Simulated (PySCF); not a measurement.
# What the settings do

Molecule: SMILES C1CN(C=C)N=C1, C5H8N2; geometry GFN2-xTB.

Geometry:
```json
{"atom": "C1", "x (Å)": "2.513", "y (Å)": "0.367", "z (Å)": "0.369"}
{"atom": "C2", "x (Å)": "1.516", "y (Å)": "0.817", "z (Å)": "-0.388"}
{"atom": "N3", "x (Å)": "0.222", "y (Å)": "0.390", "z (Å)": "-0.329"}
{"atom": "C4", "x (Å)": "-0.294", "y (Å)": "-0.636", "z (Å)": "0.580"}
{"atom": "C5", "x (Å)": "-1.782", "y (Å)": "-0.699", "z (Å)": "0.211"}
{"atom": "C6", "x (Å)": "-1.847", "y (Å)": "0.340", "z (Å)": "-0.883"}
{"atom": "N7", "x (Å)": "-0.727", "y (Å)": "0.893", "z (Å)": "-1.127"}
{"atom": "H8", "x (Å)": "3.504", "y (Å)": "0.763", "z (Å)": "0.254"}
{"atom": "H9", "x (Å)": "2.379", "y (Å)": "-0.395", "z (Å)": "1.116"}
{"atom": "H10", "x (Å)": "1.665", "y (Å)": "1.584", "z (Å)": "-1.135"}
{"atom": "H11", "x (Å)": "-0.125", "y (Å)": "-0.329", "z (Å)": "1.616"}
{"atom": "H12", "x (Å)": "0.229", "y (Å)": "-1.581", "z (Å)": "0.404"}
{"atom": "H13", "x (Å)": "-2.086", "y (Å)": "-1.680", "z (Å)": "-0.159"}
{"atom": "H14", "x (Å)": "-2.437", "y (Å)": "-0.436", "z (Å)": "1.043"}
{"atom": "H15", "x (Å)": "-2.735", "y (Å)": "0.610", "z (Å)": "-1.421"}
```

All runs: PySCF 2.14, non-relativistic, gas phase unless a solvent (IEF-PCM) is named; grid level 2, GIAOs and SCF threshold 1e-9 unless changed. The yardstick, B3LYP/pcJ-1 (spin–dipole term only in couplings to heteroatoms), gives these couplings (Hz, equivalent pairs averaged; isotopes $^{13}$C, $^{1}$H, $^{15}$N): $^{1}J$(C1,H9) 159.8, $^{1}J$(C5,H13) 140.8, $^{2}J$(C5,H15) 14.2, $^{2}J$(C2,H8) 4.5, $^{2}J$(N3,C6) -3.2, $^{3}J$(H11,H14) 16.8, $^{3}J$(C2,C6) 5.9.

(1) What do these inputs give? (1) KT2/6-31++G**; (2) PBE0/ANO-RCC-VDZP; grid level 0; aux def2-universal-jfit; max_cycle 63

(2) Comment on the technical settings and failures.

Results:

(1) 
| run | outcome | functions | wall time | $^{1}J$(C1,H9) | $^{1}J$(C5,H13) | $^{2}J$(C5,H15) | $^{2}J$(C2,H8) | $^{2}J$(N3,C6) | $^{3}J$(H11,H14) | $^{3}J$(C2,C6) |
| --- | --- | --- | --- | --- | --- | --- | --- | --- | --- | --- |
| 1 | converged | 174 | 28 s | 165.6 | 150.7 | 11.4 | 2.7 | -2.2 | 8.2 | 4.8 |
| 2 | converged | 138 | 13 s | 130.3 | 105.4 | 16.6 | 5.0 | -3.6 | 8.2 | 3.9 |

Times are on 1 thread of an Arm Neoverse V2, shared host.

(2) 
- Run 2: The functional and orbital basis differ from the yardstick's, which in itself moves the values. Grid level 0 is coarse; it adds numerical noise and can break the equality of equivalent atoms. The cycle limit changes the path of the SCF (11 cycles), not the solution, provided the same state is reached. The other auxiliary basis adds little: it changes only the density-fitting error.

Run 2 was set up unsoundly or failed; its numbers aren't to be quoted as properties of the molecule.

Bases without tight s functions (all but pcJ-n, the -J sets and IGLO) misjudge the contact term, by up to a factor of two.
